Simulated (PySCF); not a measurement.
octasulfur (S$_{8}$), singlet, geometry from GFN2-xTB; REVPBE/STO-3G (PySCF).

Here is a job for PySCF.
```python
from pyscf import gto, scf, dft

mol = gto.Mole()
mol.atom = '''
    S     1.75411790   -1.78962887    0.07332880
    S     1.52958456   -0.06385551    1.13564303
    S     1.91565693    1.61650911    0.04727578
    S     0.12771566    2.07563782   -0.95606029
    S    -1.36295301    1.78306853    0.41879447
    S    -2.36887737    0.11051203   -0.23977795
    S    -1.52527058   -1.63948521    0.44497305
    S    -0.06997411   -2.09275791   -0.92417688
'''
mol.basis = 'sto-3g'
mol.verbose = 3
mol.build()

mf = dft.RKS(mol)
mf.xc = 'revpbe'
mf.kernel()
mf.analyze()
```

Question: What does PySCF print? Leave out banner, timings and long lists.

Answer: 
```
converged SCF energy = -3149.70938466769
**** MO energy ****
MO #1   energy= -86.9291211053531  occ= 2
MO #2   energy= -86.9266784062903  occ= 2
MO #3   energy= -86.9266767170121  occ= 2
MO #4   energy= -86.9171678327463  occ= 2
MO #5   energy= -86.9136681458275  occ= 2
MO #6   energy= -86.9136674226545  occ= 2
MO #7   energy= -86.9114998152786  occ= 2
MO #8   energy= -86.9114990220902  occ= 2
MO #9   energy= -7.3538916540164   occ= 2
MO #10  energy= -7.35159222371732  occ= 2
MO #11  energy= -7.35105666464893  occ= 2
MO #12  energy= -7.34189760231555  occ= 2
MO #13  energy= -7.34010160303745  occ= 2
MO #14  energy= -7.33980229612789  occ= 2
MO #15  energy= -7.33642845751185  occ= 2
MO #16  energy= -7.33632938212637  occ= 2
MO #17  energy= -5.37226416238934  occ= 2
MO #18  energy= -5.36850077523309  occ= 2
MO #19  energy= -5.36835566024001  occ= 2
MO #20  energy= -5.36194857670882  occ= 2
MO #21  energy= -5.36171451609884  occ= 2
MO #22  energy= -5.36067623953397  occ= 2
MO #23  energy= -5.3595058378683   occ= 2
MO #24  energy= -5.35747227541884  occ= 2
MO #25  energy= -5.3574119369407   occ= 2
MO #26  energy= -5.35456145333862  occ= 2
MO #27  energy= -5.35455390256084  occ= 2
MO #28  energy= -5.35112025292866  occ= 2
MO #29  energy= -5.34948493867857  occ= 2
MO #30  energy= -5.34931580799639  occ= 2
MO #31  energy= -5.34698451916507  occ= 2
MO #32  energy= -5.34682439248937  occ= 2
MO #33  energy= -5.34581613527773  occ= 2
MO #34  energy= -5.34329224409891  occ= 2
MO #35  energy= -5.34301319796654  occ= 2
MO #36  energy= -5.33447291125161  occ= 2
MO #37  energy= -5.33135421576389  occ= 2
MO #38  energy= -5.33113554415018  occ= 2
MO #39  energy= -5.32912430591012  occ= 2
MO #40  energy= -5.32902372018301  occ= 2
MO #41  energy= -0.723669766247707 occ= 2
MO #42  energy= -0.686894258171516 occ= 2
MO #43  energy= -0.684943546793014 occ= 2
MO #44  energy= -0.597989985356196 occ= 2
MO #45  energy= -0.59406532615028  occ= 2
MO #46  energy= -0.483627690613107 occ= 2
MO #47  energy= -0.478387175597283 occ= 2
MO #48  energy= -0.384484473307271 occ= 2
MO #49  energy= -0.334042373881168 occ= 2
MO #50  energy= -0.277179595306937 occ= 2
MO #51  energy= -0.272246497845682 occ= 2
MO #52  energy= -0.236185597168033 occ= 2
MO #53  energy= -0.228323713234862 occ= 2
MO #54  energy= -0.220024830249672 occ= 2
MO #55  energy= -0.212010451234827 occ= 2
MO #56  energy= -0.196500693511872 occ= 2
MO #57  energy= -0.149098804965161 occ= 2
MO #58  energy= -0.136125478875673 occ= 2
MO #59  energy= -0.120817347228745 occ= 2
MO #60  energy= -0.111195384436516 occ= 2
MO #61  energy= -0.101773597944823 occ= 2
MO #62  energy= -0.0904076790510723 occ= 2
MO #63  energy= -0.0776882579225018 occ= 2
MO #64  energy= -0.0554376097468134 occ= 2
MO #65  energy= 0.0648770623714031 occ= 0
MO #66  energy= 0.0697630598760234 occ= 0
MO #67  energy= 0.0815517054633374 occ= 0
MO #68  energy= 0.0948422946886333 occ= 0
MO #69  energy= 0.104032213837203  occ= 0
MO #70  energy= 0.133391519220078  occ= 0
MO #71  energy= 0.14229691136605   occ= 0
MO #72  energy= 0.160758838267959  occ= 0
 ** Mulliken atomic charges  **
charge of    0S =     -0.00357
charge of    1S =      0.00640
charge of    2S =     -0.00357
charge of    3S =     -0.01070
charge of    4S =      0.01180
charge of    5S =     -0.00145
charge of    6S =      0.01179
charge of    7S =     -0.01070
Dipole moment(X, Y, Z, Debye):  0.01798, -0.00016,  0.09024
```
